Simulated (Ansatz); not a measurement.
`[OH][In]([OH])[O][SiH3]`, relaxed with RKS PBE0-D4/def2-TZVP in the Gaussian-basis code of Ansatz from a GFN2-xTB geometry. The force threshold is 0.005 eV/Å; the program also tests the step.

The species carries charge 0 and has multiplicity 1. In takes the def2 core potential.

Start:

```xyz
10

O    -0.474   -1.163    1.954
In    0.648   -1.012    0.383
O     2.145   -2.230    0.324
O     0.212    0.251   -1.033
Si   -0.672    1.602   -1.134
H    -1.222   -0.567    1.957
H     2.089   -2.777    1.110
H    -2.072    1.348   -0.742
H    -0.126    2.653   -0.259
H    -0.528    1.894   -2.560
```

| step | energy (eV) | largest force (eV/Å) | largest move (Å) |
| --- | --- | --- | --- |
| 1 | -19269.2652 | 0.711 | 0.000 |
| 2 | -19269.3943 | 0.113 | 0.123 |
| 3 | -19269.4032 | 0.073 | 0.042 |
| 4 (rejected) | -19269.3583 | 1.068 | 0.194 |
| 5 | -19269.4077 | 0.037 | 0.075 |
| 6 | -19269.4091 | 0.018 | 0.055 |
| 7 (rejected) | -19269.4075 | 0.430 | 0.147 |
| 8 (rejected) | -19269.4090 | 0.137 | 0.073 |
| 9 (rejected) | -19269.4083 | 0.332 | 0.036 |
| 10 | -19269.4095 | 0.005 | 0.018 |
| 11 | -19269.4110 | 0.025 | 0.073 |
| 12 | -19269.4115 | 0.084 | 0.110 |
| 13 | -19269.4125 | 0.080 | 0.023 |
| 14 | -19269.4140 | 0.010 | 0.050 |
| 15 | -19269.4153 | 0.059 | 0.117 |
| 16 | -19269.4156 | 0.135 | 0.106 |
| 17 | -19269.4166 | 0.076 | 0.008 |
| 18 | -19269.4170 | 0.012 | 0.027 |
| 19 | -19269.4174 | 0.013 | 0.053 |
| 20 (rejected) | -19269.4162 | 0.124 | 0.166 |
| 21 | -19269.4177 | 0.034 | 0.082 |
| 22 | -19269.4177 | 0.030 | 0.035 |
| 23 | -19269.4179 | 0.011 | 0.009 |
| 24 | -19269.4180 | 0.004 | 0.007 |
| 25 | -19269.4180 | 0.003 | 0.018 |
| 26 | -19269.4180 | 0.007 | 0.022 |
| 27 | -19269.4180 | 0.004 | 0.007 |

End:

```xyz
10

O    -0.827   -1.341    1.737
In    0.657   -1.040    0.471
O     2.251   -2.178    0.402
O     0.546    0.468   -0.789
Si   -0.557    1.634   -1.064
H    -1.524   -0.688    1.630
H     2.212   -2.884    1.053
H    -1.729    1.490   -0.143
H     0.036    2.980   -0.837
H    -1.064    1.557   -2.460
```

Run time 100 s (4 threads of an Arm Neoverse V1 on a shared host); peak host memory 0.62 GiB.
